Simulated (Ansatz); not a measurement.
```yaml
crystal:
  periodic: [false, false, false]
  atoms:
    - {symbol: B, position_ang: [-0.904701, 1.113669, -0.526458]}
    - {symbol: C, position_ang: [-0.205546, -0.250378, -0.192079]}
    - {symbol: C, position_ang: [0.709320, -0.450293, 0.957266]}
    - {symbol: O, position_ang: [-0.438751, -1.291303, -0.938808]}
    - {symbol: Cl, position_ang: [0.795252, 1.455808, -1.417870]}
    - {symbol: H, position_ang: [-1.015788, 1.855365, 0.410538]}
    - {symbol: H, position_ang: [-1.790423, 1.056105, -1.328833]}
    - {symbol: H, position_ang: [1.089676, 0.500420, 1.320410]}
    - {symbol: H, position_ang: [1.542493, -1.121401, 0.725583]}
    - {symbol: H, position_ang: [0.110347, -0.908166, 1.754824]}
    - {symbol: H, position_ang: [0.173520, -2.016826, -0.744072]}
basis:
  gaussian: {orbitals: "6-311G**"}
magnetization: {spin_polarized: true, initial_magnetization: 2}
hamiltonian: {xc: {name: HF}}
correlation: {method: ccsd, electrons: all}
```

```sh
$ ansatz run in.yaml --threads 4 --pin off --events-out ev --progress --plain --max-ram 10444MiB
```

How does Ansatz answer? (Estimate.)

The calculation gave: The input was rejected before any iteration.
```
Error: <dir> can't be read: No such file or directory (os error 2)
```
